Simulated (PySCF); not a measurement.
**Worked example: chemical shift, span and skew from a shielding tensor**

Si(H)(F)(vinyl)2 (C4H7FSi), SMILES [SiH](F)(C=C)C=C. Atoms are numbered in the order given.

```xyz
13

Si    -0.2386     0.0536     0.3822
F      0.5409     1.4132     0.8464
C     -1.0231     0.4559    -1.2540
C     -0.8949     1.6578    -1.8284
C      0.9683    -1.3536     0.2594
C      0.8752    -2.4422     1.0328
H     -1.2409    -0.2780     1.4359
H     -1.6033    -0.3184    -1.7736
H     -1.3486     1.8934    -2.7976
H     -0.3258     2.4601    -1.3464
H      1.7729    -1.3075    -0.4863
H      1.5715    -3.2841     0.9464
H      0.0929    -2.5425     1.7945
```
Charge 0, spin multiplicity 1.

Geometry: PBE0-D3(BJ)/def2-SVP. The values are those of a single conformer.

GIAO shieldings from PBE/pcSseg-1 (PySCF), non-relativistic, no solvent. The symmetric part of the tensor of C4 has the principal values -86.3, 29.0, 166.0 ppm. The same nucleus in TMS has σ = 182.0 ppm at this level (PySCF, at its B3LYP-D3(BJ)/def2-TZVP geometry).

Problem. Work out the isotropic shielding, the ¹³C shift against TMS, the span and the skew.

Solution. 
σ(iso) = (σ11 + σ22 + σ33)/3 = 36.2 ppm. δ = σ(ref) − σ(iso) = 182.0 − (36.2) = 145.8 ppm.
Span Ω = σ33 − σ11 = 252.3 ppm. Skew κ = 3(σ(iso) − σ22)/Ω = 0.09. Tumbling in solution averages the tensor to δ; in a static solid the shielding alone would spread this spin-1/2 line over Ω.
